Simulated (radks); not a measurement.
Os39+, 37 electrons, occupied as [Kr] 4d1. Calculated with a radial shooting solver on a logarithmic mesh with Libxc functionals: non-relativistic Kohn-Sham, LDA (Slater exchange, Perdew-Wang correlation), spin-unpolarised, spherical densities, point nucleus; relativity is left out, which matters for an element this heavy.

Unscreened Slater integrals over Kohn-Sham orbitals (cm^-1).

F0(4d,4d): 488720
F2(4d,4d): 249740
F4(4d,4d): 170480
F0(4d,4p): 480320
F2(4d,4p): 246130
G1(4d,4p): 299400
G3(4d,4p): 193820
F0(4d,4s): 477920
G2(4d,4s): 229120
F0(4d,3d): 624930
F2(4d,3d): 186420
F4(4d,3d): 93974
G0(4d,3d): 58537
G2(4d,3d): 75200
G4(4d,3d): 59580
F0(4p,4p): 473980
F2(4p,4p): 247740
F0(4p,4s): 471730
G1(4p,4s): 317800
F0(4p,3d): 602880
F2(4p,3d): 170320
G1(4p,3d): 55122
G3(4p,3d): 55529
F0(4s,4s): 469820
F0(4s,3d): 595320
G2(4s,3d): 52371
F0(3d,3d): 1136700
F2(3d,3d): 583870
F4(3d,3d): 376720

Derived for the open shells (J is the average intra-shell exchange parameter used in DFT+U). 4d: Racah B = F2/49 - 5 F4/441 = 3164 cm^-1, C = 35 F4/441 = 13530 cm^-1, C/B = 4.28, F4/F2 = 0.683, J = (F2 + F4)/14 = 30020 cm^-1.
